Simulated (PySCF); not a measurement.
CH3N2S, charge -1, multiplicity 1. Atoms are numbered in the order given.

```xyz
7

N      0.9177    -1.0218     0.9155
C      0.0243    -0.3206     0.2819
N     -1.3176    -0.6820     0.5060
S      0.2598     1.0346    -0.8057
H      1.8328    -0.6314     0.6953
H     -1.4080    -1.6460     0.8140
H     -1.9277    -0.4255    -0.2598
```
Charge -1, spin multiplicity 1.

Geometry optimised at r2SCAN-D4/def2-SVPD. The spin state was assumed, not searched. The isomer is the one that the SMILES or the coordinates give; other isomers of the formula were not compared. One conformer was computed; it need not be the lowest.

Calculation: HF/pcSseg-1 (PySCF).

GIAO shieldings, no solvent; atoms listed in one row are averaged. δ = σ(ref) − σ: ¹⁵N against NH3 (σ = 267.3 ppm); ¹³C against TMS (σ = 192.6 ppm); ³³S against H2S (σ = 725.2 ppm); ¹H against TMS (σ = 31.99 ppm), references at their B3LYP-D3(BJ)/def2-TZVP geometries, non-relativistic.

Computed chemical shifts:
```
nucleus  atoms  count  δ (ppm)
-------  -----  -----  -------
¹⁵N         N1      1    242.7
¹⁵N         N3      1     96.7
¹³C         C2      1    205.5
³³S         S4      1    176.5
¹H          H5      1     5.89
¹H          H6      1     3.12
¹H          H7      1     2.97
```
